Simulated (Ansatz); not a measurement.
`COBF` + `BOC(=C)N` → `BB(F)OC` + `C=C(N)O`  (formal exchange of groups at a B–H bond)

Computed with Ansatz on PBE0-D4/def2-TZVP structures; ΔE is electronic, products minus reactants. CCSD(T)/CBS adds triple-zeta CCSD(T) − MP2 to the extrapolated MP2 energy (def2 sets, frozen cores). Functionals use def2-TZVPP. B3LYP here is the variant with VWN-RPA as its local correlation; programs differ in this. One conformer a species, not always the lowest.

`COBF`:

Z-matrix (Å, degrees):
```
C
O 1 1.413
H 1 1.093 2 111.6
H 1 1.091 2 108.9 3 -120.7
H 1 1.091 2 108.9 3 120.7
B 2 1.339 1 121.8 3 -0.2
F 6 1.325 2 117.6 1 180.0
H 6 1.199 2 123.0 1 -0.0
```

`BOC(=C)N`:

Cartesian coordinates in Å:
```
B 1.959 -0.021 0.005
O 0.805 -0.473 -0.522
C -0.472 -0.168 -0.136
C -1.475 -0.616 -0.890
N -0.587 0.512 1.058
H 2.958 -0.443 -0.494
H 1.992 0.771 0.905
H -2.501 -0.386 -0.643
H -1.264 -1.235 -1.748
H 0.108 1.225 1.216
H -1.523 0.833 1.248
```

`BB(F)OC`:

Z-matrix (Å, degrees):
```
C
O 1 1.410
H 1 1.097 2 112.4
H 1 1.092 2 109.2 3 120.4
H 1 1.092 2 109.3 3 -120.5
B 2 1.348 1 121.1 3 1.0
F 6 1.337 2 115.5 1 -180.0
B 6 1.696 2 125.8 1 -0.0
H 8 1.198 6 122.0 2 -90.1
H 8 1.198 6 121.9 2 90.6
```

`C=C(N)O`:

Cartesian coordinates in Å:
```
C -0.935 0.426 0.620
C 0.085 0.064 -0.167
N 0.549 -1.218 -0.360
O 0.791 0.922 -0.943
H -1.447 -0.300 1.235
H -1.293 1.446 0.631
H 1.534 -1.269 -0.565
H 0.251 -1.881 0.334
H 0.464 1.811 -0.783
```

| level | ΔE (kJ/mol) | difference from CCSD(T)/CBS |
| --- | --- | --- |
| PBE-D4 | 153.0 | -3.5 |
| PBE0-D4 | 150.3 | -6.2 |
| ωB97X-V | 149.9 | -6.6 |
| ωB97M-V | 156.1 | -0.4 |
| B2PLYP | 161.4 | 4.9 |
| PBE | 152.7 | -3.8 |
| r2SCAN | 154.9 | -1.6 |
| PBE0 | 149.9 | -6.6 |
| B3LYP | 160.2 | 3.7 |
| SCS-MP2/def2-TZVPP | 160.7 | 4.2 |
| CCSD(T)/def2-TZVPP | 157.8 | 1.3 |
| HF/def2-QZVPP | 155.5 | -1.0 |
| MP2/def2-QZVPP | 161.2 | 4.7 |
| SCS-MP2/def2-QZVPP | 160.2 | 3.7 |
| HF/CBS(def2) | 155.6 | -0.9 |
| CCSD/CBS(def2) | 154.1 | -2.4 |
| CCSD(T)/CBS | 156.5 | 0 |

Largest T1 diagnostic among the species: 0.014.

In def2-TZVPP, CCSD(T) changes the Hartree–Fock value by +3.3 kJ/mol (the triples alone add +2.4 kJ/mol) and MP2 by +7.2 kJ/mol.
